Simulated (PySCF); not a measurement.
Species: C₆H₁₁F.
Cartesian coordinates in Å at the PBE0-D3(BJ)/def2-SVP level; atoms count from 1:
```xyz
18
C6H11F angstrom
C      2.276   -0.790   -0.022
C      1.074   -0.017    0.500
C      0.042    0.297   -0.573
C     -1.230    1.003   -0.045
C     -1.951   -0.360   -0.015
C     -0.874   -0.885   -0.959
F     -0.412   -2.153   -0.715
H      2.995   -1.004    0.783
H      2.807   -0.216   -0.798
H      1.964   -1.748   -0.464
H      1.408    0.940    0.938
H      0.597   -0.575    1.324
H      0.541    0.789   -1.424
H     -1.128    1.534    0.913
H     -1.665    1.695   -0.781
H     -2.999   -0.416   -0.342
H     -1.858   -0.849    0.966
H     -1.180   -0.837   -2.018
```

Level: PBE0/def2-SVPD in PySCF, non-relativistic, on one gas-phase PBE0-D3(BJ)/def2-SVP geometry that isn't relaxed in the solvent. The solvent is an IEF-PCM continuum (Bondi radii, 1.10 Å for H, scaled by 1.2). Specific hydrogen bonds and non-electrostatic terms are outside this model.

Gas phase at PBE0/def2-SVPD: HOMO -8.41 eV, LUMO 0.75 eV, dipole 1.74 D.

Q: What does the continuum do to the energy, the frontier levels and the dipole at PBE0/def2-SVPD in acetone and methanol?

A: 
| solvent | ε | E(solvent) − E(gas) (kcal/mol) | polarisation term (kcal/mol) | distortion of the solute (kcal/mol) | HOMO (eV) | LUMO (eV) | dipole (D) |
| --- | --- | --- | --- | --- | --- | --- | --- |
| acetone | 20.49 | -2.32 | -2.66 | 0.34 | -8.28 | 0.91 | 2.26 |
| methanol | 32.61 | -2.39 | -2.76 | 0.37 | -8.28 | 0.91 | 2.28 |

The polarisation term is half the interaction of the solute with the surface charges that it induces; the rest is the cost of distorting the solute's density. The sum is the electrostatic part of solvation alone. The atom shares or the degeneracy of the LUMO differ from the gas phase in acetone and methanol, so that column needn't follow one orbital. From acetone to methanol the lowering changes by a factor 1.03, Onsager's factor (ε − 1)/(2ε + 1) by 1.03 and ε itself by 1.6.

Q: Which radius a makes the point-dipole formula ΔE = −[(ε − 1)/(2ε + 1)]·μ²/a³ give the value in methanol, with the gas-phase dipole?

A: μ = 0.683 au and |ΔE| = 0.00381 Eh give a = 2.05 Å; the farthest nucleus lies 3.22 Å from the centroid of the nuclei, so such a sphere wouldn't even hold the nuclei. The formula assumes a rigid point dipole at the centre of a sphere.

Q: Give the dipole vector in the frame of the coordinates (D, pointing from negative to positive charge), gas and methanol.

A: Gas (-0.50, 1.66, -0.06), solvent (-0.65, 2.18, -0.11). Its length changes by +31 % and its direction by less than 1°.

Q: How does the static polarisability (PBE0/def2-SVPD, frozen core, with the continuum's full static response) change?

A: 
```json
{"medium": "gas", "isotropic (au)": "71.0", "principal values (au)": "64.6, 68.8, 79.7", "⟨r²⟩ of the electrons (bohr²)": "809.4"}
{"medium": "acetone", "isotropic (au)": "93.9", "principal values (au)": "89.5, 92.4, 99.8", "⟨r²⟩ of the electrons (bohr²)": "809.2"}
{"medium": "methanol", "isotropic (au)": "94.8", "principal values (au)": "90.6, 93.3, 100.4", "⟨r²⟩ of the electrons (bohr²)": "809.2"}
```

The isotropic value in methanol is 1.34 times the gas-phase one; no cavity-field correction is applied. ⟨r²⟩ is taken about the centre of nuclear charge.
